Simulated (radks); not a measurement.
Species: the rhodium ion Rh3+. Configuration: [Kr] 4d5.75 4f0.25 (fractional occupations, a model configuration).

Method: Dirac Kohn-Sham, PBE, spin-unpolarised, spherical densities, finite nucleus; open shells fill j = l - 1/2 first; Fermi nuclear charge, rms radius 4.4945 fm; computed with a radial shooting solver on a logarithmic mesh with Libxc functionals.

Energy parts (eV):
part                       energy
total                 -130138.755
kinetic                135676.988
electron-nucleus      -313460.810
Hartree                 51388.541
exchange-correlation    -3743.474

Orbitals (lengths in bohr, moments of r in powers of bohr; <r^-3> diverges for s and p1/2):
orbital  occ.  eigenvalue (eV)     <r^2>   <r^-3>
1s1/2       2        -23064.49  0.001438        -
2s1/2       2        -3376.678   0.02368        -
2p1/2       2        -3129.282   0.01777        -
2p3/2       4        -2984.670   0.01911     3021
3s1/2       2        -635.4920    0.1745        -
3p1/2       2        -538.6720    0.1707        -
3p3/2       4        -513.7832    0.1802    527.9
3d3/2       4        -342.4210    0.1621    79.67
3d5/2       6        -337.5111    0.1651    75.39
4s1/2       2        -120.4974     1.068        -
4p1/2       2         -90.7660     1.241        -
4p3/2       4         -86.7325     1.309    85.71
4d3/2       4         -41.5341     2.141    8.322
4d5/2    1.75         -41.0338     2.180    7.828
5s1/2       0         -30.7128     6.692        -
5p1/2       0         -23.9471     8.845        -
5p3/2       0         -23.4015     9.230    11.68
4f5/2    0.25         -10.7580     19.36  0.06928
4f7/2       0         -10.7561     19.38  0.06892

The highest occupied level is 4f5/2 at -10.758 eV. The configuration is held as typed, so some empty levels lie below it. The electron density at the nucleus is 1.21e+05 e/bohr^3.
